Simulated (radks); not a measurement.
Question: Ta2.5+, configuration 1s(up 1, down 0.5) 2s2 2p6 3s2 3p6 3d10 4s2 4p6 4d10 4f14 5s2 5p6 5d3 (fractional occupations, a model configuration). Method: scalar-relativistic Kohn-Sham, BLYP, spin-polarised, spherical densities, finite nucleus; open shells are filled with parallel spins first (spin-orbit coupling, left out, can overturn this in heavy ions); Fermi nuclear charge, rms radius 5.3507 fm; computed with a radial shooting solver on a logarithmic mesh with Libxc functionals. Some entries of the table are withheld. Estimate them.

orbital,occ.,eigenvalue (hartree),<r^2> (bohr^2)
1s up,1,-2497.972,0.0004758
1s down,0.5,-2493.336,0.0004768
2s up,1,-431.8457,0.007293
2s down,1,-431.4371,0.007302
2p up,3,-379.8030,0.005991
2p down,3,-379.5295,0.005999
3s up,1,-99.83009,0.04731
3s down,1,-99.74195,0.04736
3p up,3,-84.23338,0.04784
3p down,3,-84.16860,0.04788
3d up,5,-65.75440,0.03965
3d down,5,-65.75009,0.03965
4s up,1,-21.08608,0.2339
4s down,1,-21.06041,0.2342
4p up,3,-15.93644,0.2653
4p down,3,-15.91753,0.2656
4d up,5,-9.26488,0.3101
4d down,5,-9.25974,0.3098
5s up,1,(1),1.328
5s down,1,(2),1.316
5p up,3,-2.33676,1.819
5p down,3,-2.27443,1.803
4f up,7,-1.86694,(3)
4f down,7,-1.85578,(4)
5d up,3,(5),3.999
5d down,0,(6),4.169

Answer: 
(1) 5s up eigenvalue (hartree): -3.59389
(2) 5s down eigenvalue (hartree): -3.54385
(3) 4f up <r^2> (bohr^2): 0.4924
(4) 4f down <r^2> (bohr^2): 0.4842
(5) 5d up eigenvalue (hartree): -0.92553
(6) 5d down eigenvalue (hartree): -0.85708
